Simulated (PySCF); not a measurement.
# From computed data to an observable: chemical shift, span and skew from a shielding tensor

C2H5FSi2, SMILES F[Si@@H]([SiH3])C#C. Atoms are numbered in the order given.

```xyz
10

C      2.0638     1.9242     0.2672
C      1.3410     1.0115    -0.0902
Si     0.1784    -0.3138    -0.5824
F      0.8053    -1.7566    -0.1408
Si    -1.8603    -0.0029     0.5371
H      2.7080     2.7268     0.5787
H      0.0451    -0.3195    -2.0634
H     -2.8256    -1.0825     0.1787
H     -1.6270    -0.0137     2.0096
H     -2.4306     1.3170     0.1361
```

Geometry: B3LYP-D3(BJ)/def2-SVP. The structure was generated by enumeration; whether it is a known compound was not checked.

GIAO shieldings from PBE/pcSseg-1 (PySCF), non-relativistic, no solvent. The symmetric part of the tensor of C2 has the principal values -5.5, 2.4, 285.7 ppm. The same nucleus in TMS has σ = 182.0 ppm at this level (PySCF, at its B3LYP-D3(BJ)/def2-TZVP geometry).

Task: Work out the isotropic shielding, the ¹³C shift against TMS, the span and the skew.

Result: 
σ(iso) = (σ11 + σ22 + σ33)/3 = 94.2 ppm. δ = σ(ref) − σ(iso) = 182.0 − (94.2) = 87.8 ppm.
Span Ω = σ33 − σ11 = 291.2 ppm. Skew κ = 3(σ(iso) − σ22)/Ω = 0.95. Tumbling in solution averages the tensor to δ; in a static solid the shielding alone would spread this spin-1/2 line over Ω.
